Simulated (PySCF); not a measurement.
Below is a simulated gas-phase C 1s photoelectron spectrum of `C1CC([C@@H]2C[CH2][GeH2]2)C1`.

Every computed line was given a Gaussian of 1.0 eV full width at half maximum and an area set by the number of equivalent atoms; the highest printed point is 100. The calculation used delta-SCF UKS SCAN, pcX-2 on the ionised atom, pcseg-1 elsewhere, spin-free X2C in PySCF 2.14.0.

(binding energy (eV), intensity): (288.3, 0), (288.4, 0), (288.5, 0), (288.6, 1), (288.7, 2), (288.8, 3), (288.9, 5), (289.0, 8), (289.1, 13), (289.2, 19), (289.3, 27), (289.4, 37), (289.5, 48), (289.6, 61), (289.7, 73), (289.8, 84), (289.9, 93), (290.0, 98), (290.1, 100), (290.2, 97), (290.3, 90), (290.4, 80), (290.5, 68), (290.6, 55), (290.7, 42), (290.8, 31), (290.9, 22), (291.0, 14), (291.1, 9), (291.2, 5), (291.3, 3), (291.4, 2), (291.5, 1), (291.6, 0), (291.7, 0), (291.8, 0)

Q: How many maxima does the curve show, and how many computed lines lie under it?

A: The curve has 1 maximum (at 290.1 eV). Under it lie 7 lines from 7 inequivalent carbon sites. At this width some lines have no maximum of their own.

Q: Decompose the envelope and assign each component. Numbering: `[CH2:1]1[CH2:2][CH:3]([C@@H:4]2[CH2:5][CH2:6][GeH2:7]2)[CH2:8]1`.

A: 
| position (eV) | relative area | line | atoms | environment |
| --- | --- | --- | --- | --- |
| 289.73 | 1 | C 1s | C4 | sp3 carbon bound to germanium |
| 289.81 | 1 | C 1s | C6 | sp3 carbon bound to germanium |
| 290.08 | 1 | C 1s | C2 | four-membered-ring carbon |
| 290.14 | 1 | C 1s | C8 | four-membered-ring carbon |
| 290.15 | 1 | C 1s | C3 | four-membered-ring carbon |
| 290.26 | 1 | C 1s | C1 | four-membered-ring carbon |
| 290.33 | 1 | C 1s | C5 | four-membered-ring carbon |

Q: What are the centre and the root-mean-square width of the whole band?

A: The area-weighted mean of the lines is 290.07 eV. Their own spread about it is 0.21 eV (rms) and each Gaussian has σ = 1.0/2.355 = 0.42 eV; the variances add, which gives 0.47 eV.

The listed C 1s values span 0.60 eV, from C4 (bonded to 2 C, H and Ge) to C5 (bonded to 2 C and 2 H). The values 290.14 and 290.15 eV lie too close for their order to be trusted.

Shake-up satellites, vibrational structure and lifetime widths aren't simulated. The structure is a single PBE0-D3(BJ)/def2-SVP conformer in the gas phase; no vibrational or solvent corrections.

The run took 4.8 min wall on an Arm Neoverse N1 with one thread (shared host), and the process peaked at 0.72 GiB of memory.

Conformer computed: `[CH2:1]1[CH2:2][CH:3]([C@@H:4]2[CH2:5][CH2:6][GeH2:7]2)[CH2:8]1`: C2–C3–C4–C5 -76°.
